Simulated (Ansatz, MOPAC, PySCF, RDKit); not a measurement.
SiH4 (SMILES [SiH4]) and CH3F (SMILES CF) are pulled apart as rigid monomers along the line of their centres of mass, from the B3LYP-D3(BJ)/def2-TZVP minimum. Starting geometry (charge 0, multiplicity 1):
```xyz
10

Si     0.1615     0.1312     0.0392
H     -1.1606     0.4778     0.6067
H      1.1514     1.1778     0.3670
H      0.0327     0.0251    -1.4342
H      0.6023    -1.1777     0.5712
C     -0.4928    -0.7292     3.6797
F      0.3465     0.2637     3.1817
H     -0.1036    -1.7005     3.3740
H     -0.5123    -0.6533     4.7672
H     -1.4921    -0.5782     3.2710
```

Interaction energies with rigid monomers; basis-set methods are counterpoise corrected unless marked otherwise.

Rows in STO-3G carry no dispersion term and start afresh at each structure. The state that AM1, PM3 reach isn't checked.

Programs: Ansatz (Gaussian orbitals); MOPAC for AM1, PM3 (differences of heats of formation); PySCF for STO-3G rows; RDKit for the force fields. Each number belongs to the level named beside it.

```tsv
Si1···F7 (Å)	MMFF94 (meV)	AM1 (meV)	PM3 (meV)	HF/STO-3G (no counterpoise) (meV)	wB97X-V/def2-TZVPPD (meV)
2.84	161.7	203.7	143.4	55.9	-44.3
3.15	14.6	163.9	84.2	5.3	-70.5
3.62	-30.9	28.9	42.8	-7.1	-52.5
4.40	-20.1	0.0	13.0	-4.1	-20.3
5.65	(withheld)	-1.0	(withheld)	-1.4	-4.9
```

### Question
Complete the blanks.

### Answer

- 5.65, PM3 (meV): 3.6
- 5.65, MMFF94 (meV): -6.2

Ansatz is a quantum-chemistry and plane-wave program.
